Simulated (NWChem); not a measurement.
# C2H6F2Si; SMILES C([SiH](F)F)C

```xyz
11

Si    -0.0008    -0.6079    -0.4394
F     -1.2912    -1.0559     0.4297
F      1.2965    -1.0505     0.4223
C     -0.0047     1.2322    -0.6581
C     -0.0005     2.0181     0.6531
H     -0.0027    -1.3915    -1.6980
H      0.8727     1.4913    -1.2773
H     -0.8874     1.4891    -1.2706
H     -0.0009     3.1035     0.4719
H      0.8882     1.7809     1.2574
H     -0.8855     1.7811     1.2631
```
Atoms are numbered in this order, from 1.

All runs: NWChem. Geometry: optimised at PBE0/def2-SVP. Level: PBE0/def2-SVP with SMD (1 M gas to 1 M solution), gas-phase geometry. Reactions with the solvent are ignored.

Q: What does the run give for solvent water? Quantities: solvation free energy (kcal/mol); cavity-dispersion-structure term (kcal/mol); dipole in solution (D).

A: 
```yaml
solvation free energy (kcal/mol): 0.1
cavity-dispersion-structure term (kcal/mol): 3.6
dipole in solution (D): 2.78
```
